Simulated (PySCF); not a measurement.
## BGaH5N: where a starting geometry ends

The starting geometry of this gas-phase singlet was optimised with r2SCAN-D4.

```xyz
8

B    -0.0917   -2.1635    1.2933
Ga   -2.0913   -2.6369    0.2728
N    -0.7523   -0.8703    1.2761
H    -0.1381   -2.8045    2.3175
H     0.7294   -2.3878    0.4348
H    -1.2728   -0.5010    2.0654
H    -0.5853   -0.1696    0.5610
H    -3.2036   -1.4619    0.0315
```

Problem. Predict what it relaxes into with B3LYP-D3(BJ)/def2-SVP.

Solution. It loosens into BH4N + GaH, which stay close as a complex. Contacts that open: B1–Ga2 (2.29 → 2.82 Å).

The energy falls by 0.12 eV over 14 steps:

```json
{"step": "1", "E − E(last) (eV)": "0.115"}
{"step": "2", "E − E(last) (eV)": "0.088"}
{"step": "4", "E − E(last) (eV)": "0.023"}
{"step": "5", "E − E(last) (eV)": "0.037"}
{"step": "7", "E − E(last) (eV)": "0.002"}
{"step": "8", "E − E(last) (eV)": "0.001"}
{"step": "10", "E − E(last) (eV)": "0.000"}
{"step": "11", "E − E(last) (eV)": "0.000"}
{"step": "13", "E − E(last) (eV)": "0.000"}
{"step": "14", "E − E(last) (eV)": "0.000"}
```

Final geometry (Å):

```tsv
atom	x (Å)	y (Å)	z (Å)
B	0.0538	-2.0834	1.3815
Ga	-2.3724	-2.7616	0.1196
N	-0.7070	-0.9019	1.2979
H	-0.0421	-2.7658	2.3700
H	0.8164	-2.3463	0.4864
H	-1.3271	-0.5772	2.0328
H	-0.6417	-0.2425	0.5292
H	-3.2336	-1.3055	0.0442
```

The end wasn't checked by frequencies. Run with PySCF 2.14.0, 62 s on 2 threads of Arm Neoverse V1, on a shared host.
